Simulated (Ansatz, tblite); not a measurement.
Adding an electron: K3H3⁺. The state is a doublet with charge 1. Geometry: B3LYP-D4/def2-TZVP. Ansatz, gas phase; energy differences of separate SCF runs; the reduced species is a singlet (the triplet lies 0.22 eV higher at PBE0-D4/def2-TZVP).

```xyz
6

K     2.6909    1.6297   -2.5057
K    -0.2909   -0.5359    0.2021
K    -1.6943    4.3139   -1.0272
H     1.5084    0.1140   -1.1615
H    -1.4428   -2.6042    2.2863
H    -0.7712   -2.9174    2.2061
```

The xTB rows come from tblite. In the doublet, H5 and H6 lie 0.75 Å apart (atoms count from 1), so H2 has formed as a molecule. The structure comes from a short search, and lower isomers may exist.

| level | −HOMO (eV) | −LUMO (eV) | vertical EA (eV) | HOMO–LUMO gap (eV) | remarks |
| --- | --- | --- | --- | --- | --- |
| GFN2-xTB | – | – | 7.37 | – | – |
| PBE-D4/def2-TZVP | 5.45 | 4.77 | 3.43 | 0.68 | restricted singlet, untested (singlet) |
| r2SCAN-D4/def2-TZVP | 5.43 | 4.28 | 3.12 | 1.15 | restricted singlet, untested (singlet) |

Estimate the rows for GFN1-xTB, PBE0-D4/def2-TZVP.


```
            level  −HOMO (eV)  −LUMO (eV)  vertical EA (eV)  HOMO–LUMO gap (eV)                                 remarks
         GFN1-xTB           –           –             10.76                   –                                       –
PBE0-D4/def2-TZVP        5.89        4.20              3.30                1.69  restricted singlet, untested (singlet)
```

  HOMO and LUMO are the levels of the spin that leaves or enters (xTB has no such levels and no spin-polarisation term). Other spin states of the ions may lie lower, which would lower the ionisation energy or raise the affinity. Raw xTB energy differences between charge states are shifted by several eV; the methods need an empirical correction for them.
